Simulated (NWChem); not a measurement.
System: CH2AlNO; SMILES O=C=[N][AlH2]

```xyz
6

Al     0.0000     0.0000     1.7391
H      0.0000     1.4113     2.4704
H      0.0000    -1.4113     2.4704
N      0.0000     0.0000    -0.0520
C      0.0000     0.0000    -1.2662
O      0.0000     0.0000    -2.4484
```
Atoms are numbered in this order, from 1.

Geometry: optimised at PBE-D3(BJ)/def2-SVP.

Symmetry labels are those of C2v in the frame above (b1 and b2, or b-type labels, depend on it). States above −ε(HOMO) = 7.0 eV lie in this functional's continuum and hang on the basis.

### Question
List the 6 lowest vertical singlet excitations from PBE/6-31+G* (spherical d), full TDDFT (NWChem).

### Answer
```tsv
state	energy (eV)	oscillator strength	symmetry	leading excitation (squared amplitude)
S1	4.48	0.000	a2	HOMO → LUMO (1.00)
S2	5.33	0.114	a1	HOMO−1 → LUMO (0.96)
S3	5.55	0.000	a2	HOMO−2 → LUMO (1.00)
S4	6.33	0.002	b2	HOMO → LUMO+1 (0.98)
S5	6.79	0.006	b1	HOMO−1 → LUMO+1 (0.95)
S6	7.13	0.038	b2	HOMO → LUMO+3 (0.94)
```
